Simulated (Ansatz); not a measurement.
Two structures of CH8AsGa, closed shell, reached by relaxing down either side of one saddle point (PBE0-D4/def2-TZVP). Energies are electronic, without zero-point energy. Ansatz 0.2.0; basis: def2-TZVPP and def2-QZVPP; cores frozen in the correlated methods. Filled d shells of the heavier atoms are correlated. The def2 sets are not built for correlating such inner shells, so the correlated values are less sure here. Extrapolation: Hartree–Fock as exp(−7.88 √X), correlation as X^−2.97. First:

| atom | x (Å) | y (Å) | z (Å) |
| --- | --- | --- | --- |
| Ga1 | -0.9278 | 0.4745 | 0.1809 |
| C2 | 0.3497 | 1.6549 | -0.7536 |
| H3 | -1.9661 | -0.3778 | -0.6398 |
| H4 | -1.0576 | 0.5371 | 1.7489 |
| H5 | 0.9652 | -0.9457 | 0.0130 |
| As6 | 0.9638 | -2.3852 | 0.5402 |
| H7 | 1.2419 | 1.8507 | -0.1567 |
| H8 | 0.6473 | 1.2536 | -1.7237 |
| H9 | -0.1428 | 2.6167 | -0.9331 |
| H10 | -0.3688 | -2.6984 | -0.1198 |
| H11 | 0.2953 | -1.9804 | 1.8438 |

Second:

```
atom    x (Å)    y (Å)    z (Å)
 Ga1  -1.0928  -0.4287   0.5670
  C2   0.8215   1.6313  -0.9144
  H3  -2.0421  -0.2973  -0.6760
  H4  -1.1515   0.6026   1.7489
  H5   1.1218   0.6168  -0.6410
 As6   0.4964  -2.2516   0.6586
  H7   1.5058   2.3352  -0.4429
  H8   0.8674   1.7290  -1.9980
  H9  -0.1948   1.8541  -0.5830
 H10  -0.5255  -3.2607   0.1583
 H11   0.1940  -2.5308   2.1226
```

Which bonds change from the first to the second?

CH₅Ga ([CH3][GaH2]) + AsH₃ → GaAsH₄ ([GaH2][AsH2]) + CH₄; bonds formed: Ga1–As6, C2–H5; bonds broken: Ga1–C2, H5–As6.

Give the saddle point's structure and its height above each. (Judge from chemistry; the value comes from the calculation.)

The calculation gives: 26.73 kcal/mol above the first and 44.35 kcal/mol above the second (CCSD(T) at an estimated basis limit (MP2 extrapolated from triple and quadruple zeta, plus CCSD(T) − MP2 in triple zeta)).
| atom | x (Å) | y (Å) | z (Å) |
| --- | --- | --- | --- |
| Ga1 | -0.9897 | 0.1339 | 0.3270 |
| C2 | 0.5122 | 1.3127 | -0.6837 |
| H3 | -2.0575 | -0.3049 | -0.7126 |
| H4 | -1.1094 | 0.6378 | 1.7919 |
| H5 | 0.6342 | -0.1231 | -0.1853 |
| As6 | 0.8897 | -1.8924 | 0.3837 |
| H7 | 1.3938 | 1.6239 | -0.1221 |
| H8 | 0.7912 | 1.0315 | -1.6998 |
| H9 | -0.1535 | 2.1800 | -0.7542 |
| H10 | -0.3025 | -2.6588 | -0.1616 |
| H11 | 0.3916 | -1.9406 | 1.8168 |

No T1 diagnostic of these runs exceeds 0.013. The start structure is not quite a true minimum (one mode of 52i cm⁻¹). The end structure is not quite a true minimum (one mode of 51i cm⁻¹).

Labels in which every atom is bracketed show which atoms are joined, not bond orders.

For scale, one of the runs: CCSD(T)/def2-TZVPP, 239 basis functions, launched by `ansatz run in.yaml --threads 8 --pin off --events-out ev --progress --plain --max-ram 19148MiB`. Time: 2.3 min of wall clock on 8 CPU threads of an Intel Xeon; the host was shared. Peak host memory: 4.5 GiB.
